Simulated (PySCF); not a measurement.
C₂H₅FOSi₂. Atoms are numbered in the order given.

```xyz
11

O     -1.7479     1.6642    -0.2376
C     -0.8935     0.8203    -0.3220
C      0.1288     0.6749    -1.4657
Si     1.6358     0.0073    -0.4593
Si    -0.1517    -0.4408     1.0112
F     -0.7668    -1.9500     0.8648
H     -0.2072    -0.1695    -2.0995
H      0.2064     1.5744    -2.0954
H      2.5599     1.0874    -0.0139
H      2.3781    -1.0968    -1.1232
H     -0.2425    -0.0608     2.4475
```
Charge 0, spin multiplicity 1.

The structure is a stationary point at B3LYP-D3(BJ)/def2-SVP. The structure was generated by enumeration; whether it is a known compound was not checked.

Level of theory: PySCF with PBE0/pcSseg-1.

GIAO shieldings, no solvent; atoms listed in one row are averaged. δ = σ(ref) − σ: ¹⁷O against H2O (σ = 334.2 ppm); ¹³C against TMS (σ = 186.3 ppm); ²⁹Si against TMS (σ = 352.7 ppm); ¹⁹F against CFCl3 (σ = 167.2 ppm); ¹H against TMS (σ = 31.56 ppm), references at their B3LYP-D3(BJ)/def2-TZVP geometries, non-relativistic.

```json
[
 {"nucleus": "¹⁷O", "atoms": "O1", "count": "1", "δ (ppm)": "819.3"},
 {"nucleus": "¹³C", "atoms": "C2", "count": "1", "δ (ppm)": "232.8"},
 {"nucleus": "¹³C", "atoms": "C3", "count": "1", "δ (ppm)": "57.2"},
 {"nucleus": "²⁹Si", "atoms": "Si5", "count": "1", "δ (ppm)": "54.4"},
 {"nucleus": "²⁹Si", "atoms": "Si4", "count": "1", "δ (ppm)": "-91.4"},
 {"nucleus": "¹⁹F", "atoms": "F6", "count": "1", "δ (ppm)": "-230.0"},
 {"nucleus": "¹H", "atoms": "H11", "count": "1", "δ (ppm)": "6.47"},
 {"nucleus": "¹H", "atoms": "H10", "count": "1", "δ (ppm)": "4.25"},
 {"nucleus": "¹H", "atoms": "H9", "count": "1", "δ (ppm)": "3.99"},
 {"nucleus": "¹H", "atoms": "H8", "count": "1", "δ (ppm)": "3.50"},
 {"nucleus": "¹H", "atoms": "H7", "count": "1", "δ (ppm)": "3.29"}
]
```
